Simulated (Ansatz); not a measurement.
Job for Ansatz (an electronic-structure program): U-CCSD(T)/def2-TZVPP on MgB-, 2S+1 = 3, a spin state set in the input, which need not be the lowest, a point of a bond scan (R = 2.257 Å). Charge -1.

Ansatz 0.2 input:
```yaml
crystal:
  periodic: [false, false, false]
  atoms:
    - {symbol: B, position_ang: [0.00000000, 0.00000000, 0.00000000]}
    - {symbol: Mg, position_ang: [0.00000000, 0.00000000, 2.25667200]}
basis:
  gaussian:
    orbitals: def2-TZVPP
    pivot_positions_ang: [[0.00000000, 0.00000000, 0.00000000], [0.00000000, 0.00000000, 2.25667200]]
total_charge: -1
magnetization: {spin_polarized: true, initial_magnetization: 2}
correlation: {method: ccsd_t, electrons: valence}
output: {orbitals: {seedname: ./end}}
```

Output:

```
WARN ansatz: RAYON_NUM_THREADS=2 ignored (pool sized by the plan → 2); use --threads N
Functional definition: HF
integrals: 0.04 GiB planned
510 factors; integrals over basis functions are off by at most 2.2e-4 eV
mean field: 0.11 GiB planned
mean field evaluation 1: about -6098.1834 eV, gradient 7.5e0 eV
mean field evaluation 2: about -6098.1839 eV, gradient 7.5e0 eV
mean field evaluation 4: about -6099.2538 eV, gradient 1.7e0 eV
mean field evaluation 8: about -6099.5293 eV, gradient 7.9e-1 eV
mean field evaluation 16: about -6099.6912 eV, gradient 4.4e-4 eV
mean field evaluation 32: about -6099.6908 eV, gradient 6.3e-2 eV
mean field evaluation 64: about -6099.6837 eV, gradient 9.0e-3 eV
mean field evaluation 96: about -6099.6902 eV, gradient 1.4e-1 eV
mean field evaluation 128: about -6098.9236 eV, gradient 4.7e0 eV
mean field evaluation 160: about -6095.2993 eV, gradient 1.4e1 eV
mean field evaluation 192: about -6099.4973 eV, gradient 1.9e-2 eV
mean field evaluation 224: about -6099.4973 eV, gradient 1.9e-2 eV
mean field evaluation 256: about -6097.3016 eV, gradient 4.8e0 eV
mean field evaluation 288: about -6099.6837 eV, gradient 7.3e-3 eV
mean field evaluation 320: about -6099.5362 eV, gradient 2.9e-1 eV
mean field evaluation 352: about -6098.6580 eV, gradient 3.7e-1 eV
mean field evaluation 384: about -6097.4823 eV, gradient 3.4e-3 eV
mean field evaluation 416: about -6098.4431 eV, gradient 1.1e0 eV
mean field evaluation 448: about -6096.7880 eV, gradient 5.1e-3 eV
mean field evaluation 480: about -6098.6195 eV, gradient 1.2e-1 eV
mean field evaluation 512: about -6098.6619 eV, gradient 1.2e-1 eV
mean field evaluation 544: about -6097.4865 eV, gradient 2.4e-2 eV
mean field evaluation 576: about -6096.2254 eV, gradient 9.4e-1 eV
mean field evaluation 608: about -6097.8973 eV, gradient 9.6e-3 eV
mean field -6099.69124808 eV, -224.1595188477 hartree, gradient 3.0e-6 eV, S^2 2.697938; 22 other end points of the search recorded, 0 dependent functions left out
determinant -6099.69124808 eV, -224.1595188477 hartree, with singles and doubles -6107.42047573 eV, -224.4435627248 hartree
determinant -6099.68370748 eV, -224.1592417356 hartree, with singles and doubles -6107.38390502 eV, -224.4422187760 hartree
determinant -6099.68297628 eV, -224.1592148645 hartree, with singles and doubles -6107.40221286 eV, -224.4428915767 hartree
determinant -6099.49729172 eV, -224.1523910831 hartree, with singles and doubles -6107.30012421 eV, -224.4391398881 hartree
determinant -6098.66487368 eV, -224.1218002843 hartree, with singles and doubles -6106.13117466 eV, -224.3961817843 hartree
determinant -6097.89769873 eV, -224.0936071249 hartree, with singles and doubles -6105.67884945 eV, -224.3795591395 hartree
determinant -6097.80003780 eV, -224.0900181517 hartree, with singles and doubles -6105.72793608 eV, -224.3813630400 hartree
determinant -6097.48648867 eV, -224.0784954340 hartree, with singles and doubles -6105.39000774 eV, -224.3689444026 hartree
determinant -6097.48230125 eV, -224.0783415492 hartree, with singles and doubles -6105.36137848 eV, -224.3678922967 hartree
determinant -6097.31745455 eV, -224.0722835446 hartree, with singles and doubles -6105.61782356 eV, -224.3773164793 hartree
determinant -6096.78799776 eV, -224.0528263662 hartree, with singles and doubles -6104.99372749 eV, -224.3543813720 hartree
determinant -6099.69124808 eV, -224.1595188477 hartree, with singles and doubles -6107.41143611 eV, -224.4432305248 hartree
determinant -6099.68370748 eV, -224.1592417356 hartree, with singles and doubles -6107.39940028 eV, -224.4427882162 hartree
determinant -6099.68297628 eV, -224.1592148645 hartree, with singles and doubles -6107.40722364 eV, -224.4430757194 hartree
determinant -6099.49729172 eV, -224.1523910831 hartree, with singles and doubles -6107.30123118 eV, -224.4391805682 hartree
2 core orbitals not correlated
reference -6099.69124808 eV, -224.1595188477 hartree; 8, 6 occupied and 53, 55 virtual orbitals, 510 factors
second order -6.81501837 eV of doubles, -0.00000000 eV of singles
coupled cluster: 0.20 GiB planned
cycle   1  -7.72018818 eV  change   -1.6e-7 eV  update   1.5e-6
coupled cluster: 0.20 GiB planned
perturbative correction -0.29269164 eV, -0.0107562195 hartree
Total energy: -6107.70412791 eV, -224.4539867500 hartree
```

The run converged. Its determinant has ⟨S²⟩ = 2.70, a mixture of spin states.

Cost: around 30 core-seconds (rough).
